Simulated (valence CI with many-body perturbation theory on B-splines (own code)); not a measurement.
**E1 line list for O²⁺**

Calculated by configuration interaction combined with many-body perturbation theory (CI+MBPT): four valence electrons over a frozen Dirac-Fock core [He], a basis of 11 s, 11 p, 9 d, 7 f, 5 g, 2 h, 1 i functions for each j, with the one-electron correlation potential Σ1 (screened to all orders), the two-electron term Σ2, the three-electron term Σ3, Breit, model QED; selected single and double excitations, second order for the rest, scaled by the run's own slope (own B-spline code, finite nucleus).

Against 32 measured levels this calculation errs by 91 cm⁻¹ on average and by 230 at most. These come from a selection out of Moore, Selected Tables of Atomic Spectra, NSRDS-NBS 3, section 11. Levels without a partner in it may be off by more. Among the levels kept, up to 570 cm⁻¹ of a level comes from second order outside the variational space, and about a tenth of that is noise between levels of different J, which matters for small intervals.

Lines 51 to 100 of 220 in falling wavelength, among levels below 47.165 eV, chosen from the strongest by gf and those to the six lowest levels. Wavelengths and rates use the calculated energies, so an error of 90 cm⁻¹ moves a line at 334.1 nm by 0.3 % and its rate by three times that or more. Electric multipoles are in the length gauge, E1 and E2 with the static RPA response of the core. Weak lines are less certain than strong ones. Lines between different terms over intervals too small for the method are left out, as are lines whose strength nearly cancels. Where a level lies close to another of its J and parity, the split of strength between their lines is uncertain. The highest levels of a list are the least certain.

Names give the largest LS component (configuration and term), which can be under half, so a name can repeat, a term be missing and a line seem to break the LS rules; names also repeat where a configuration has a term twice.

| λ vac (nm) | λ from measured levels | Upper | Lower | A (s⁻¹) | S (a.u.) with core polarisation | S without |
| --- | --- | --- | --- | --- | --- | --- |
| 371.1 |  | 2s2 2p 3d 3D°_1 | 2s2 2p 3p 3P_1 | 4.03e+07 | 3.05e+00 | 3.05e+00 |
| 371.0 |  | 2s 2p2 3p 5D°_0 | 2s 2p2 3s 5P_1 | 1.09e+08 | 2.75e+00 | 2.75e+00 |
| 370.5 |  | 2s 2p2 3p 5D°_1 | 2s 2p2 3s 5P_1 | 8.37e+07 | 6.30e+00 | 6.30e+00 |
| 370.4 |  | 2s 2p2 3p 5D°_4 | 2s 2p2 3s 5P_3 | 1.10e+08 | 2.48e+01 | 2.48e+01 |
| 370.4 |  | 2s2 2p 3d 3D°_2 | 2s2 2p 3p 3P_1 | 7.87e+07 | 9.87e+00 | 9.87e+00 |
| 369.9 |  | 2s 2p2 3p 5D°_3 | 2s 2p2 3s 5P_2 | 7.57e+07 | 1.32e+01 | 1.32e+01 |
| 369.9 |  | 2s2 2p 3d 3D°_1 | 2s2 2p 3p 3P_0 | 5.94e+07 | 4.45e+00 | 4.45e+00 |
| 369.6 |  | 2s 2p2 3p 5D°_2 | 2s 2p2 3s 5P_1 | 4.06e+07 | 5.06e+00 | 5.06e+00 |
| 344.1 |  | 2s2 2p 3d 3P°_2 | 2s2 2p 3p 3P_2 | 4.78e+07 | 4.81e+00 | 4.81e+00 |
| 343.8 |  | 2s2 2p 4d 3D°_3 | 2s 2p2 3s 3P_2 | 7.82e+07 | 1.10e+01 | 1.10e+01 |
| 342.5 |  | 2s2 2p 4d 3D°_2 | 2s 2p2 3s 3P_1 | 6.70e+07 | 6.64e+00 | 6.64e+00 |
| 342.1 |  | 2s2 2p 4d 3D°_1 | 2s 2p2 3s 3P_0 | 5.05e+07 | 2.99e+00 | 2.99e+00 |
| 336.3 |  | 2s 2p2 3p 5P°_2 | 2s 2p2 3s 5P_3 | 6.55e+07 | 6.15e+00 | 6.15e+00 |
| 335.1 |  | 2s 2p2 3p 5P°_3 | 2s 2p2 3s 5P_3 | 9.86e+07 | 1.28e+01 | 1.28e+01 |
| 335.1 |  | 2s 2p2 3p 5P°_1 | 2s 2p2 3s 5P_2 | 1.09e+08 | 6.09e+00 | 6.10e+00 |
| 334.1 | 334.2 | 2s2 2p 3p 3S_1 | 2s2 2p 3s 3P°_2 | 6.29e+07 | 3.47e+00 | 3.47e+00 |
| 333.3 |  | 2s 2p2 3p 5P°_3 | 2s 2p2 3s 5P_2 | 4.56e+07 | 5.84e+00 | 5.84e+00 |
| 333.1 |  | 2s 2p2 3p 5P°_2 | 2s 2p2 3s 5P_1 | 6.44e+07 | 5.87e+00 | 5.87e+00 |
| 331.3 | 331.3 | 2s2 2p 3p 3S_1 | 2s2 2p 3s 3P°_1 | 4.60e+07 | 2.48e+00 | 2.48e+00 |
| 326.6 |  | 2s2 2p 3d 3F°_2 | 2s2 2p 3p 3D_1 | 1.10e+08 | 9.45e+00 | 9.45e+00 |
| 326.3 |  | 2s2 2p 3d 3F°_4 | 2s2 2p 3p 3D_3 | 1.93e+08 | 2.98e+01 | 2.98e+01 |
| 325.9 |  | 2s2 2p 3d 3F°_3 | 2s2 2p 3p 3D_2 | 1.75e+08 | 2.09e+01 | 2.09e+01 |
| 323.7 | 323.9 | 2s2 2p 3d 1D°_2 | 2s2 2p 3p 3D_1 | 5.56e+07 | 4.65e+00 | 4.65e+00 |
| 313.2 |  | 2s2 2p 3d 3P°_2 | 2s2 2p 3p 3S_1 | 1.46e+08 | 1.10e+01 | 1.10e+01 |
| 312.1 |  | 2s2 2p 3d 3P°_1 | 2s2 2p 3p 3S_1 | 1.38e+08 | 6.22e+00 | 6.22e+00 |
| 306.2 | 306.0 | 2s2 2p 3p 3P_1 | 2s2 2p 3s 3P°_2 | 8.80e+07 | 3.74e+00 | 3.74e+00 |
| 305.0 | 304.8 | 2s2 2p 3p 3P_2 | 2s2 2p 3s 3P°_2 | 1.48e+08 | 1.03e+01 | 1.03e+01 |
| 304.6 |  | 2s2 2p 3p 3P_0 | 2s2 2p 3s 3P°_1 | 1.95e+08 | 2.71e+00 | 2.71e+00 |
| 302.7 | 302.5 | 2s2 2p 3p 3P_1 | 2s2 2p 3s 3P°_0 | 6.11e+07 | 2.51e+00 | 2.51e+00 |
| 302.6 | 302.4 | 2s2 2p 3p 3P_2 | 2s2 2p 3s 3P°_1 | 4.73e+07 | 3.23e+00 | 3.23e+00 |
| 301.7 |  | 2s2 2p 3d 3D°_3 | 2s2 2p 3p 3D_3 | 5.96e+07 | 5.66e+00 | 5.66e+00 |
| 300.4 |  | 2s2 2p 3d 3D°_2 | 2s2 2p 3p 3D_2 | 4.73e+07 | 3.17e+00 | 3.16e+00 |
| 298.5 | 298.5 | 2s2 2p 3p 1D_2 | 2s2 2p 3s 1P°_1 | 2.14e+08 | 1.41e+01 | 1.41e+01 |
| 298.2 |  | 2s2 2p 3d 3F°_2 | 2s2 2p 3p 1P_1 | 6.08e+07 | 3.98e+00 | 3.98e+00 |
| 295.8 | 296.1 | 2s2 2p 3d 1D°_2 | 2s2 2p 3p 1P_1 | 1.25e+08 | 8.00e+00 | 8.00e+00 |
| 268.9 |  | 2s 2p2 3p 5S°_2 | 2s 2p2 3s 5P_3 | 1.52e+08 | 7.29e+00 | 7.29e+00 |
| 267.7 |  | 2s 2p2 3p 5S°_2 | 2s 2p2 3s 5P_2 | 1.06e+08 | 5.04e+00 | 5.04e+00 |
| 266.8 |  | 2s 2p2 3p 5S°_2 | 2s 2p2 3s 5P_1 | 6.26e+07 | 2.93e+00 | 2.93e+00 |
| 260.1 |  | 2s2 2p 4p 3S_1 | 2s2 2p 3d 3P°_2 | 1.14e+08 | 2.97e+00 | 2.97e+00 |
| 256.2 |  | 2s2 2p 4p 1D_2 | 2s2 2p 3d 1F°_3 | 1.30e+08 | 5.38e+00 | 5.38e+00 |
| 245.3 | 245.6 | 2s2 2p 3p 1S_0 | 2s2 2p 3s 1P°_1 | 3.59e+08 | 2.61e+00 | 2.61e+00 |
| 238.9 | 239.1 | 2s2 2p 3d 1P°_1 | 2s2 2p 3p 1P_1 | 1.81e+08 | 3.66e+00 | 3.66e+00 |
| 238.7 |  | 2s2 2p 4p 3D_2 | 2s2 2p 3d 3F°_3 | 1.25e+08 | 4.19e+00 | 4.19e+00 |
| 238.6 |  | 2s2 2p 4p 3D_3 | 2s2 2p 3d 3F°_4 | 1.27e+08 | 5.96e+00 | 5.96e+00 |
| 231.8 |  | 2s2 2p 4p 3P_2 | 2s2 2p 3d 3D°_3 | 7.85e+07 | 2.41e+00 | 2.41e+00 |
| 192.2 | 192.0 | 2s2 2p 4s 1P°_1 | 2s2 2p 3p 1D_2 | 4.53e+08 | 4.76e+00 | 4.76e+00 |
| 176.5 |  | 2s2 2p 4s 3P°_2 | 2s2 2p 3p 3P_2 | 2.48e+08 | 3.37e+00 | 3.37e+00 |
| 159.3 |  | 2s2 2p 4s 3P°_1 | 2s2 2p 3p 3D_2 | 3.52e+08 | 2.10e+00 | 2.10e+00 |
| 159.1 |  | 2s2 2p 4s 3P°_2 | 2s2 2p 3p 3D_3 | 3.90e+08 | 3.87e+00 | 3.87e+00 |
| 147.7 | 147.7 | 2s2 2p 4s 1P°_1 | 2s2 2p 3p 1P_1 | 2.93e+08 | 1.40e+00 | 1.40e+00 |
